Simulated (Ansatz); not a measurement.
H$_{6}$Si$_{2}$Sn, singlet, geometry from GFN2-xTB (such geometries of metal compounds can be far from the true shape) (all electrons, no relativity), with bond 3-2 at 2.4 times its length; Ansatz (an electronic-structure program) with CASSCF(6,6)/STO-3G.

Here is a job for Ansatz.
Ansatz 0.2 input:
```yaml
crystal:
  periodic: [false, false, false]
  atoms:
    - {symbol: Sn, position_ang: [0.26195879, -0.12400972, 0.65009449]}
    - {symbol: Si, position_ang: [0.48881709, 1.95070750, -0.90589883]}
    - {symbol: H, position_ang: [-0.56024444, 4.89438416, 0.75108164]}
    - {symbol: H, position_ang: [-0.18885927, 2.01416774, -2.20761287]}
    - {symbol: H, position_ang: [1.90288257, 2.21717468, -1.22372834]}
    - {symbol: Si, position_ang: [-1.21608483, -1.60641868, -0.89742123]}
    - {symbol: H, position_ang: [-0.56005297, -2.89722743, -1.17175362]}
    - {symbol: H, position_ang: [-1.65460634, -1.14040702, -2.21964334]}
    - {symbol: H, position_ang: [-2.46726353, -1.99050527, -0.22001504]}
basis:
  gaussian:
    orbitals: STO-3G
hamiltonian:
  xc: hf
magnetization: {spin_polarized: false}
correlation: {active_space: {window: {electrons: 6, orbitals: 6}}}
```

Output, abridged:

```
Functional definition: HF
625 factors; integrals over basis functions are off by at most 3.2e-5 eV
mean field evaluation 1: about -177893.2262 eV, gradient 1.4e1 eV
mean field evaluation 2: about -177893.2461 eV, gradient 1.4e1 eV
mean field evaluation 4: about -177896.5675 eV, gradient 9.6e0 eV
mean field evaluation 8: about -177897.8340 eV, gradient 6.8e-1 eV
mean field evaluation 16: about -177897.8385 eV, gradient 2.0e-6 eV
mean field evaluation 32: about -177897.6135 eV, gradient 4.1e0 eV
mean field -177897.83854977 eV, -6537.6249832183 hartree, gradient 2.0e-6 eV, S^2 0.000000; 3 other end points of the search recorded, 0 dependent functions left out
reference -177897.83854977 eV, -6537.6249832183 hartree; 42, 42 occupied and 9, 9 virtual orbitals, 625 factors
state -177903.56876072 eV, -6537.8355645863 hartree
Total energy: -177903.56876072 eV, -6537.8355645863 hartree
```
